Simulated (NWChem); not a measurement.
System: AlH$_{2}$O$_{2}$Br; SMILES [OH][Al]([OH])[Br]

Output (shortened):

```
             Northwest Computational Chemistry Package (NWChem) 7.3.0
             --------------------------------------------------------

                             Geometry "geometry" -> ""
                             -------------------------

 Output coordinates in angstroms (scale by  1.889725989 to convert to a.u.)

  No.       Tag          Charge          X              Y              Z
 ---- ---------------- ---------- -------------- -------------- --------------
    1 Al                  13.0000     0.91729400     0.72470000     0.09300200
    2 Br                  35.0000    -0.84986700    -0.69208000    -0.10970500
    3 O                    8.0000     0.94691000     2.21163000    -0.72986500
    4 H                    1.0000     0.21060300     2.47336800    -1.29602600
    5 O                    8.0000     2.24930300     0.32998700     1.07191500
    6 H                    1.0000     2.27262500    -0.50491100     1.55533500

 Effective nuclear repulsion energy (a.u.)     295.1066396648

                              NWChem Property Module
                              ----------------------

  itol2e modified to match energy
  convergence criterion.

                                 NWChem DFT Module
                                 -----------------

 Summary of "ao basis" -> "ao basis" (spherical)
 ------------------------------------------------------------------------------
       Tag                 Description            Shells   Functions and Types
 ---------------- ------------------------------  ------  ---------------------
 Al                         pcsseg-1                10       24   4s5p1d
 Br                         pcsseg-1                15       41   5s7p3d
 O                          pcsseg-1                 7       17   3s3p1d
 H                          pcsseg-1                 3        5   2s1p

  itol2e modified to match energy
  convergence criterion.

            General Information
            -------------------
          SCF calculation type: DFT
          Wavefunction type:  closed shell.
          No. of atoms     :     6
          No. of electrons :    66
           Alpha electrons :    33
            Beta electrons :    33
          Charge           :     0
          Spin multiplicity:     1
          Use of symmetry is: off; symmetry adaption is: off
          Maximum number of iterations: 150
          AO basis - number of functions:   109
                     number of shells:    45
          Convergence on energy requested:  1.00D-07
          Convergence on density requested:  1.00D-05
          Convergence on gradient requested:  5.00D-04

              XC Information
              --------------
                        Slater Exchange Functional  1.000 local
                      VWN V Correlation Functional  1.000 local

             Grid Information
             ----------------
          Grid used for XC integration:  fine
          Radial quadrature: Mura-Knowles
          Angular quadrature: Lebedev.
          Tag              B.-S. Rad. Rad. Pts. Rad. Cut. Ang. Pts.
          ---              ---------- --------- --------- ---------
          Al                  1.25      123           9.0       770
          Br                  1.15      140          11.0       974
          O                   0.60       70          11.0       590
          H                   0.35       60          12.0       590
          Grid pruning is: on
          Number of quadrature shells:   523
          Spatial weights used:  Erf1

      Superposition of Atomic Density Guess
      -------------------------------------

 Sum of atomic energies:       -2964.44802053

      Non-variational initial energy
      ------------------------------

 Total energy =   -2965.182253
 1-e energy   =   -4713.621322
 2-e energy   =    1453.332429
 HOMO         =      -0.418691
 LUMO         =      -0.055238

   convergence    iter        energy       DeltaE   RMS-Dens  Diis-err
 ---------------- ----- ----------------- --------- --------- ---------
 d= 0,ls=0.0,diis     1  -2962.3134046024 -3.26D+03  1.75D-02  5.08D+00
 d= 0,ls=0.0,diis     2  -2961.7665187942  5.47D-01  1.73D-02  7.11D+00
 d= 0,ls=0.0,diis     3  -2962.2914739076 -5.25D-01  5.05D-03  2.17D+00
 d= 0,ls=0.0,diis     4  -2962.4741221650 -1.83D-01  2.25D-03  7.05D-02
 d= 0,ls=0.0,diis     5  -2962.4784607344 -4.34D-03  1.10D-03  1.66D-02
  Resetting Diis
 d= 0,ls=0.0,diis     6  -2962.4802560724 -1.80D-03  2.40D-04  7.27D-04
 d= 0,ls=0.0,diis     7  -2962.4803658533 -1.10D-04  7.63D-05  2.27D-05
 d= 0,ls=0.0,diis     8  -2962.4803591930  6.66D-06  4.18D-05  1.01D-04
 d= 0,ls=0.0,diis     9  -2962.4803683283 -9.14D-06  1.13D-05  1.04D-06
 d= 0,ls=0.0,diis    10  -2962.4803684488 -1.20D-07  2.46D-06  3.54D-07
 d= 0,ls=0.0,diis    11  -2962.4803684772 -2.83D-08  4.51D-07  3.62D-09

         Total DFT energy =    -2962.480368477176
      One electron energy =    -4716.910093023384
           Coulomb energy =     1581.641413544218
    Exchange-Corr. energy =     -122.318328662790
 Nuclear repulsion energy =      295.106639664780

 Numeric. integr. density =       66.000000291035

                       DFT Final Molecular Orbital Analysis
                       ------------------------------------

 Vector   31  Occ=2.000000D+00  E=-2.838716D-01
              MO Center=  1.6D+00,  1.2D+00,  1.7D-01, r^2= 2.8D+00
   Bfn.  Coefficient  Atom+Function         Bfn.  Coefficient  Atom+Function
  ----- ------------  ---------------      ----- ------------  ---------------
    77      0.274354  3 O  pz                99     -0.274772  5 O  pz
    74      0.253483  3 O  pz                96     -0.253854  5 O  pz
    75     -0.155770  3 O  px                76      0.155130  3 O  py
    97      0.155857  5 O  px                98     -0.154804  5 O  py
    72     -0.143916  3 O  px                73      0.143356  3 O  py

 Vector   32  Occ=2.000000D+00  E=-2.791860D-01
              MO Center= -4.1D-01, -3.4D-01, -6.1D-02, r^2= 3.0D+00
   Bfn.  Coefficient  Atom+Function         Bfn.  Coefficient  Atom+Function
  ----- ------------  ---------------      ----- ------------  ---------------
    50      0.435056  2 Br pz                47      0.373347  2 Br pz
    48     -0.247024  2 Br px                49      0.245969  2 Br py
    45     -0.211988  2 Br px                46      0.211090  2 Br py
    41     -0.148012  2 Br pz                77     -0.114750  3 O  pz
    99     -0.113598  5 O  pz                74     -0.105105  3 O  pz

 Vector   33  Occ=2.000000D+00  E=-2.742987D-01
              MO Center= -3.6D-01, -3.0D-01, -5.4D-02, r^2= 3.3D+00
   Bfn.  Coefficient  Atom+Function         Bfn.  Coefficient  Atom+Function
  ----- ------------  ---------------      ----- ------------  ---------------
    49      0.350206  2 Br py                50     -0.335480  2 Br pz
    46      0.311630  2 Br py                47     -0.298515  2 Br pz
    48     -0.242158  2 Br px                45     -0.215483  2 Br px
    94     -0.124753  5 O  px                97     -0.123893  5 O  px
    40     -0.122200  2 Br py                41      0.117059  2 Br pz

 Vector   34  Occ=0.000000D+00  E=-7.176624D-02
              MO Center=  7.0D-01,  5.5D-01,  6.8D-02, r^2= 4.7D+00
   Bfn.  Coefficient  Atom+Function         Bfn.  Coefficient  Atom+Function
  ----- ------------  ---------------      ----- ------------  ---------------
     4      1.039010  1 Al s                 29     -0.340739  2 Br s
    68     -0.335488  3 O  s                 90     -0.335624  5 O  s
    48     -0.327909  2 Br px                 3      0.321110  1 Al s
    49     -0.262809  2 Br py                 2     -0.258782  1 Al s
    28     -0.215380  2 Br s                 27      0.171255  2 Br s

 Vector   35  Occ=0.000000D+00  E=-3.521920D-02
              MO Center=  8.1D-01,  6.4D-01,  8.1D-02, r^2= 4.1D+00
   Bfn.  Coefficient  Atom+Function         Bfn.  Coefficient  Atom+Function
  ----- ------------  ---------------      ----- ------------  ---------------
    19      0.502422  1 Al pz                16      0.416888  1 Al pz
    17     -0.285195  1 Al px                18      0.283933  1 Al py
    14     -0.236561  1 Al px                15      0.235483  1 Al py
    50     -0.194855  2 Br pz                77     -0.178649  3 O  pz
    99     -0.178747  5 O  pz                47     -0.139124  2 Br pz

 Vector   36  Occ=0.000000D+00  E= 1.022987D-02
              MO Center=  8.7D-01,  6.9D-01,  8.8D-02, r^2= 7.3D+00
   Bfn.  Coefficient  Atom+Function         Bfn.  Coefficient  Atom+Function
  ----- ------------  ---------------      ----- ------------  ---------------
    18      0.477182  1 Al py                19     -0.457016  1 Al pz
    68     -0.449101  3 O  s                 90      0.449180  5 O  s
    84      0.371994  4 H  s                106     -0.372450  6 H  s
    17     -0.330351  1 Al px                49     -0.138252  2 Br py
    98     -0.138245  5 O  py                50      0.132279  2 Br pz

     Multipole analysis of the density
     ---------------------------------

     L   x y z        total         alpha         beta         nuclear
     -   - - -        -----         -----         ----         -------
     0   0 0 0     -0.000000    -33.000000    -33.000000     66.000000

     1   1 0 0     -0.340331     -9.838390     -9.838390     19.336449
     1   0 1 0     -0.274385     -7.223375     -7.223375     14.172365
     1   0 0 1     -0.039420     -0.364642     -0.364642      0.689863

     2   2 0 0    -34.433762   -176.263788   -176.263788    318.093814
     2   1 1 0     -5.545664    -94.358391    -94.358391    183.171119
     2   1 0 1      0.583467    -37.907143    -37.907143     76.397753
     2   0 2 0    -31.577581   -140.714727   -140.714727    249.851873
     2   0 1 1     -2.207460     17.717739     17.717739    -37.642939
     2   0 0 2    -28.352954    -46.469721    -46.469721     64.586488

          -----------------------------------------
          Chemical Shielding Tensors (GIAO, in ppm)
          -----------------------------------------

                                NWChem CPHF Module
                                ------------------

  scftype          =     RHF
  nclosed          =       33
  nopen            =        0
  variables        =     2508
  # of vectors     =        3
  tolerance        = 0.10D-03
  level shift      = 0.00D+00
  max iterations   =       50
  max subspace     =       30

 SCF residual:    2.3447896082017355E-005

Iterative solution of linear equations
  No. of variables     2508
  No. of equations        3
  Maximum subspace       30
        Iterations       50
       Convergence  1.0D-04

   iter   nsub   residual    time
   ----  ------  --------  ---------
     1      3    1.06D-05      48.9

      Atom:    1  Al
        Diamagnetic
    798.9974      3.4936      1.2705
      3.4936    797.6567     -0.4863
      1.2705     -0.4863    794.2787

        Paramagnetic
   -388.4526     -9.0586     36.6646
     -9.0586   -373.8744    -44.7908
     36.6646    -44.7908   -397.9831

        Total Shielding Tensor
    410.5448     -5.5650     37.9351
     -5.5650    423.7823    -45.2770
     37.9351    -45.2770    396.2956

           isotropic =     410.2076
          anisotropy =      91.2020

          Principal Components and Axis System
                 1           2           3
              471.0089    410.4078    349.2060

      1         0.4475      0.7769     -0.4428
      2        -0.6458      0.6233      0.4409
      3         0.6186      0.0886      0.7807

      Atom:    2  Br
        Diamagnetic
   3126.3673      4.0845      0.7293
      4.0845   3124.5874      0.3011
      0.7293      0.3011   3121.2603

        Paramagnetic
   -295.8524    225.9970     34.4634
    225.9970   -395.8321     23.4379
     34.4634     23.4379   -575.1578

        Total Shielding Tensor
   2830.5149    230.0815     35.1926
    230.0815   2728.7552     23.7390
     35.1926     23.7390   2546.1025

           isotropic =    2701.7909
          anisotropy =     475.9026

          Principal Components and Axis System
                 1           2           3
             3019.0593   2546.7668   2539.5466

      1         0.7770     -0.4480     -0.4422
      2         0.6231      0.6469      0.4396
      3         0.0891     -0.6171      0.7818

      Atom:    3  O
        Diamagnetic
    381.3796     -2.7992      8.1154
     -2.7992    395.1488    -15.8632
      8.1154    -15.8632    383.4497

        Paramagnetic
   -129.7026     30.4412    -37.5625
     30.4412    -67.5648      2.4462
    -37.5625      2.4462   -116.5672

        Total Shielding Tensor
    251.6770     27.6420    -29.4472
     27.6420    327.5840    -13.4170
    -29.4472    -13.4170    266.8825

           isotropic =     282.0478
          anisotropy =      91.9387

          Principal Components and Axis System
                 1           2           3
              343.3403    276.0312    226.7720

      1         0.3614     -0.4433      0.8203
      2         0.8847      0.4408     -0.1515
      3        -0.2944      0.7805      0.5515

      Atom:    4  H
        Diamagnetic
     31.0886     -4.9695      9.8800
     -4.9695     28.0745     -8.1538
      9.8800     -8.1538     28.8573

        Paramagnetic
     -2.0212      0.8944     -3.0298
      0.8944      0.0428      1.8526
     -3.0298      1.8526     -0.3458

        Total Shielding Tensor
     29.0675     -4.0750      6.8502
     -4.0750     28.1172     -6.3012
      6.8502     -6.3012     28.5115

           isotropic =      28.5654
          anisotropy =      17.3654

          Principal Components and Axis System
                 1           2           3
               40.1423     24.4933     21.0606

      1         0.5791      0.6842     -0.4433
      2        -0.5237      0.7290      0.4409
      3         0.6248     -0.0232      0.7804
```

Level: LDA (Slater exchange, VWN5)/pcSseg-1, GIAO. All runs use the structure optimised with B3LYP/6-31G* (spherical d). The printed shielding anisotropy is the first printed principal value minus the mean of the other two.

Q: Reconstruct the input file.

A: This is not unique; one that fits is the input that was run:
```
start job
memory heap 200 mb stack 900 mb global 1100 mb
geometry units angstroms noautosym nocenter noautoz
  Al     0.917294     0.724700     0.093002
  Br    -0.849867    -0.692080    -0.109705
  O      0.946910     2.211630    -0.729865
  H      0.210603     2.473368    -1.296026
  O      2.249303     0.329987     1.071915
  H      2.272625    -0.504911     1.555335
end
basis spherical
  Al library pcsseg-1
  Br library pcsseg-1
  O library pcsseg-1
  H library pcsseg-1
end
dft
  xc slater vwn_5
  iterations 150
end
property
  shielding 4 1 2 3 4
end
task dft property
```
